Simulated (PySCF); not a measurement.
Identify the unknown among the candidates.

All candidates are C4H3FO2.

* UV, first state: lowest singlet excitation: 5.02 eV (247 nm, f = 0.000) [TDDFT CAM-B3LYP/def2-SVPD]
* Polarisability: 54.8 au [CAM-B3LYP/def2-SVPD]
* Dipole: 1.37 D [CAM-B3LYP/def2-SVPD]
* Triplet: lowest triplet excitation (Tamm–Dancoff): 4.59 eV [TDA CAM-B3LYP/def2-SVPD]
* Rotational structure: rotational constants A, B, C: 6.825, 1.472, 1.221 GHz [GFN2-xTB]

The electronic properties come from PySCF, for the isolated species, density fitting. Levels stand in brackets. One conformer (not necessarily the lowest) at the GFN2-xTB geometry, without solvent, vibrations or thermal averaging.

Task: Which candidate is it?
A. `O=C1CC(F)=CO1`
B. `O=CC1=C[C@H](F)O1`
C. `C#CC(=O)OCF`

Result: C. It is `C#CC(=O)OCF`. Numbering: `[CH:1]#[C:2][C:3](=[O:4])[O:5][CH2:6][F:7]`. Its formula, C4H3FO2, gives 3 degrees of unsaturation: 0 rings and 3 π bonds in the structure found. S1 is mainly HOMO→LUMO (weight 0.96); the largest Löwdin shares of the orbital it empties are 0.36 on the ester carbonyl oxygen, 0.26 on the terminal alkyne carbon, 0.26 on the alkyne carbon and 0.05 on the ester single-bonded oxygen, of the orbital it fills 0.23 on the ester carbonyl carbon, 0.22 on the terminal alkyne carbon, 0.21 on the ester carbonyl oxygen and 0.17 on the alkyne carbon. By its constants the optimised geometry is an asymmetric top.

The others, at the same levels:
- `O=C1CC(F)=CO1` fails: its computed lowest singlet excitation is 5.63 eV (220 nm, f = 0.000) (against 5.02 eV), lowest triplet excitation (Tamm–Dancoff) is 3.94 eV (against 4.59 eV) and static isotropic polarisability is 50.2 au (against 54.8 au).
- `O=CC1=C[C@H](F)O1` fails: its computed lowest singlet excitation is 3.57 eV (347 nm, f = 0.000) (against 5.02 eV), lowest triplet excitation (Tamm–Dancoff) is 2.53 eV (against 4.59 eV) and rotational constant A is 9.778 GHz (against 6.825 GHz).

Each candidate is one conformer, not necessarily the lowest. The conformers computed, where there is a choice (atom-mapped SMILES and torsion angles):
- `[CH:1]#[C:2][C:3](=[O:4])[O:5][CH2:6][F:7]`: C2–C3–O5–C6 180°, C3–O5–C6–F7 176°
- `[O:1]=[CH:2][C:3]1=[CH:4][C@H:5]([F:6])[O:7]1`: O1–C2–C3–C4 0°
